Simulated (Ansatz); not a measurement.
A first, cheap relaxation of C₃H₉BS.

```yaml
crystal:
  periodic: [false, false, false]
  atoms:
    - {symbol: B, position_ang: [-0.959500, -0.911700, 2.002100]}
    - {symbol: C, position_ang: [-0.059000, -1.403300, 0.826400]}
    - {symbol: C, position_ang: [0.451900, -0.263000, -0.057900]}
    - {symbol: S, position_ang: [-0.768300, 0.480300, -1.070500]}
    - {symbol: C, position_ang: [0.247100, 1.684400, -1.883200]}
    - {symbol: H, position_ang: [-0.593800, -0.090600, 2.792700]}
    - {symbol: H, position_ang: [-2.104200, -1.226100, 2.053200]}
    - {symbol: H, position_ang: [-0.573000, -2.110900, 0.191900]}
    - {symbol: H, position_ang: [0.801700, -1.915000, 1.341600]}
    - {symbol: H, position_ang: [0.957200, 0.518800, 0.615200]}
    - {symbol: H, position_ang: [1.254700, -0.677700, -0.697300]}
    - {symbol: H, position_ang: [0.705400, 2.374300, -1.085700]}
    - {symbol: H, position_ang: [1.005100, 1.202500, -2.439600]}
    - {symbol: H, position_ang: [-0.378100, 2.308900, -2.559900]}
basis:
  gaussian: {orbitals: def2-SVP}
hamiltonian: {xc: pbe, dispersion: d4}
relax: {f_tol: 0.03, max_steps: 200}
```

```sh
$ ansatz run in.yaml --threads 4 --pin off --events-out ev --progress --plain --max-ram 10444MiB
```

Shortened log:

```
Functional definition: PBE
  name "PBE"
  cite "Perdew, Burke & Ernzerhof, Phys. Rev. Lett. 77, 3865 (1996) doi:10.1103/PhysRevLett.77.3865"
  parent pbe
  parameter kappa = 0.804
  parameter beta = 0.06672455060314922
  exchange = pbe_x(kappa = kappa, mu = beta*pi^2/3)
  correlation = pbe_c(beta = beta)
mean field -14751.43781974 eV, -542.1053409916 hartree, gradient 3.9e-5 eV, S^2 0.000000; 0 other end points of the search recorded, 0 dependent functions left out
the calculation of the forces begins
relax step   1: F+E_penalty+E_count = -14751.72157061 eV  Δ(F+E_penalty+E_count) = +0.000e0 eV  max|allowed force component| = 2.238e0 eV/Å  Δτ_max = 0.0000 Å  (28 SCF iters, accepted)
these checks for a lower state are left out or cut short: starts, cluster_reference, orbital_swaps, neighbouring_geometries, increment
mean field -14751.66071958 eV, -542.1135324097 hartree, gradient 8.6e-6 eV, S^2 0.000000; 0 other end points of the search recorded, 0 dependent functions left out
the calculation of the forces begins
relax step   2: F+E_penalty+E_count = -14751.94547283 eV  Δ(F+E_penalty+E_count) = -2.239e-1 eV  max|allowed force component| = 1.036e0 eV/Å  Δτ_max = 0.1704 Å  (29 SCF iters, accepted)
these checks for a lower state are left out or cut short: starts, cluster_reference, orbital_swaps, neighbouring_geometries, increment
mean field -14751.77265282 eV, -542.1176458803 hartree, gradient 1.7e-5 eV, S^2 0.000000; 0 other end points of the search recorded, 0 dependent functions left out
the calculation of the forces begins
relax step   3: F+E_penalty+E_count = -14752.05582723 eV  Δ(F+E_penalty+E_count) = -1.104e-1 eV  max|allowed force component| = 3.548e-1 eV/Å  Δτ_max = 0.0821 Å  (30 SCF iters, accepted)
these checks for a lower state are left out or cut short: starts, cluster_reference, orbital_swaps, neighbouring_geometries, increment
mean field -14751.80308016 eV, -542.1187640647 hartree, gradient 2.1e-5 eV, S^2 0.000000; 0 other end points of the search recorded, 0 dependent functions left out
the calculation of the forces begins
relax step   4: F+E_penalty+E_count = -14752.08577833 eV  Δ(F+E_penalty+E_count) = -2.995e-2 eV  max|allowed force component| = 2.126e-1 eV/Å  Δτ_max = 0.1999 Å  (27 SCF iters, accepted)
these checks for a lower state are left out or cut short: starts, cluster_reference, orbital_swaps, neighbouring_geometries, increment
mean field -14751.81890487 eV, -542.1193456121 hartree, gradient 1.9e-5 eV, S^2 0.000000; 0 other end points of the search recorded, 0 dependent functions left out
the calculation of the forces begins
relax step   5: F+E_penalty+E_count = -14752.10382475 eV  Δ(F+E_penalty+E_count) = -1.805e-2 eV  max|allowed force component| = 1.848e-1 eV/Å  Δτ_max = 0.1662 Å  (28 SCF iters, accepted)
these checks for a lower state are left out or cut short: starts, cluster_reference, orbital_swaps, neighbouring_geometries, increment
mean field -14751.82933984 eV, -542.1197290900 hartree, gradient 1.8e-5 eV, S^2 0.000000; 0 other end points of the search recorded, 0 dependent functions left out
the calculation of the forces begins
relax step   6: F+E_penalty+E_count = -14752.11656316 eV  Δ(F+E_penalty+E_count) = -1.274e-2 eV  max|allowed force component| = 2.521e-1 eV/Å  Δτ_max = 0.1775 Å  (28 SCF iters, accepted)
these checks for a lower state are left out or cut short: starts, cluster_reference, orbital_swaps, neighbouring_geometries, increment
mean field -14751.83749501 eV, -542.1200287870 hartree, gradient 1.8e-5 eV, S^2 0.000000; 0 other end points of the search recorded, 0 dependent functions left out
the calculation of the forces begins
relax step   7: F+E_penalty+E_count = -14752.12703563 eV  Δ(F+E_penalty+E_count) = -1.047e-2 eV  max|allowed force component| = 2.210e-1 eV/Å  Δτ_max = 0.1473 Å  (29 SCF iters, accepted)
[...]
mean field -14752.05357563 eV, -542.1279696033 hartree, gradient 7.4e-6 eV, S^2 0.000000; 0 other end points of the search recorded, 0 dependent functions left out
the calculation of the forces begins
relax step  13: F+E_penalty+E_count = -14752.36278290 eV  Δ(F+E_penalty+E_count) = -7.117e-2 eV  max|allowed force component| = 2.764e-1 eV/Å  Δτ_max = 0.1937 Å  (30 SCF iters, accepted)
these checks for a lower state are left out or cut short: starts, cluster_reference, orbital_swaps, neighbouring_geometries, increment
mean field -14752.09280215 eV, -542.1294111513 hartree, gradient 2.4e-5 eV, S^2 0.000000; 0 other end points of the search recorded, 0 dependent functions left out
the calculation of the forces begins
relax step  14: F+E_penalty+E_count = -14752.40500002 eV  Δ(F+E_penalty+E_count) = -4.222e-2 eV  max|allowed force component| = 4.833e-1 eV/Å  Δτ_max = 0.1945 Å  (28 SCF iters, accepted)
these checks for a lower state are left out or cut short: starts, cluster_reference, orbital_swaps, neighbouring_geometries, increment
mean field -14752.11978310 eV, -542.1304026829 hartree, gradient 2.2e-5 eV, S^2 0.000000; 0 other end points of the search recorded, 0 dependent functions left out
the calculation of the forces begins
relax step  15: F+E_penalty+E_count = -14752.43257172 eV  Δ(F+E_penalty+E_count) = -2.757e-2 eV  max|allowed force component| = 1.800e-1 eV/Å  Δτ_max = 0.0817 Å  (30 SCF iters, accepted)
these checks for a lower state are left out or cut short: starts, cluster_reference, orbital_swaps, neighbouring_geometries, increment
mean field -14752.11045460 eV, -542.1300598670 hartree, gradient 2.0e-5 eV, S^2 0.000000; 0 other end points of the search recorded, 0 dependent functions left out
the calculation of the forces begins
relax step  16: F+E_penalty+E_count = -14752.42289270 eV  Δ(F+E_penalty+E_count) = +9.679e-3 eV  max|allowed force component| = 6.404e-1 eV/Å  Δτ_max = 0.1401 Å  (29 SCF iters, rejected (line search))
these checks for a lower state are left out or cut short: starts, cluster_reference, orbital_swaps, neighbouring_geometries, increment
mean field -14752.12708467 eV, -542.1306710109 hartree, gradient 2.2e-5 eV, S^2 0.000000; 0 other end points of the search recorded, 0 dependent functions left out
the calculation of the forces begins
relax step  17: F+E_penalty+E_count = -14752.44077807 eV  Δ(F+E_penalty+E_count) = -8.206e-3 eV  max|allowed force component| = 4.750e-2 eV/Å  Δτ_max = 0.0696 Å  (30 SCF iters, accepted)
these checks for a lower state are left out or cut short: starts, cluster_reference, orbital_swaps, neighbouring_geometries, increment
mean field -14752.12892032 eV, -542.1307384696 hartree, gradient 2.1e-5 eV, S^2 0.000000; 0 other end points of the search recorded, 0 dependent functions left out
the calculation of the forces begins
relax step  18: F+E_penalty+E_count = -14752.44289438 eV  Δ(F+E_penalty+E_count) = -2.116e-3 eV  max|allowed force component| = 5.298e-2 eV/Å  Δτ_max = 0.0612 Å  (30 SCF iters, accepted)
these checks for a lower state are left out or cut short: starts, cluster_reference, orbital_swaps, neighbouring_geometries, increment
mean field -14752.12958123 eV, -542.1307627577 hartree, gradient 2.1e-5 eV, S^2 0.000000; 0 other end points of the search recorded, 0 dependent functions left out
the calculation of the forces begins
relax step  19: F+E_penalty+E_count = -14752.44376045 eV  Δ(F+E_penalty+E_count) = -8.661e-4 eV  max|allowed force component| = 3.574e-2 eV/Å  Δτ_max = 0.0381 Å  (30 SCF iters, accepted)
these checks for a lower state are left out or cut short: starts, cluster_reference, orbital_swaps, neighbouring_geometries, increment
mean field -14752.12974090 eV, -542.1307686255 hartree, gradient 2.1e-5 eV, S^2 0.000000; 0 other end points of the search recorded, 0 dependent functions left out
the calculation of the forces begins
relax step  20: F+E_penalty+E_count = -14752.44388830 eV  Δ(F+E_penalty+E_count) = -1.278e-4 eV  max|allowed force component| = 2.124e-2 eV/Å  Δτ_max = 0.0180 Å  (31 SCF iters, accepted)
mean field -14752.12974090 eV, -542.1307686255 hartree, gradient 2.3e-5 eV, S^2 0.000000; 1 other end points of the search recorded, 0 dependent functions left out
the calculation of the forces begins
Total energy: -14752.44392691 eV, -542.1423147485 hartree
Atom 0 at    -1.027745    -0.280184     1.049911 Å, force    -0.003328     0.014087    -0.014603 eV/Å
Atom 1 at     0.115431    -1.445283     0.959512 Å, force     0.002817     0.010178    -0.000132 eV/Å
Atom 2 at     0.869084    -0.855057    -0.239927 Å, force    -0.008373    -0.000365     0.005248 eV/Å
Atom 3 at    -0.597061     0.009471    -0.993643 Å, force     0.000972    -0.002538    -0.012762 eV/Å
Atom 4 at    -0.043444     1.721027    -1.239439 Å, force    -0.016531    -0.012581    -0.005030 eV/Å
Atom 5 at    -0.656933     0.787253     1.538846 Å, force    -0.000492    -0.018411     0.009605 eV/Å
Atom 6 at    -2.213056    -0.547737     1.186227 Å, force     0.002866     0.001236     0.005386 eV/Å
Atom 7 at    -0.298563    -2.442313     0.702699 Å, force    -0.004246    -0.001524    -0.000104 eV/Å
Atom 8 at     0.760020    -1.573634     1.852794 Å, force     0.006426     0.000077     0.007067 eV/Å
Atom 9 at     1.585823    -0.062516     0.055245 Å, force     0.002920     0.001459     0.002213 eV/Å
Atom 10 at     1.355649    -1.536242    -0.968402 Å, force     0.002672    -0.004807    -0.005194 eV/Å
Atom 11 at     0.412608     2.103413    -0.307053 Å, force     0.011284     0.010407     0.021236 eV/Å
Atom 12 at     0.667672     1.773065    -2.085699 Å, force     0.010899    -0.000883    -0.010317 eV/Å
Atom 13 at    -0.942284     2.319638    -1.482073 Å, force    -0.007885     0.003665    -0.002613 eV/Å
Dipole moment:     0.473788     0.260885    -0.528804 e Å
```

It took 27 s on 4 threads of an Arm Neoverse V2 on a shared host, with 0.16 GiB of host memory at the peak.
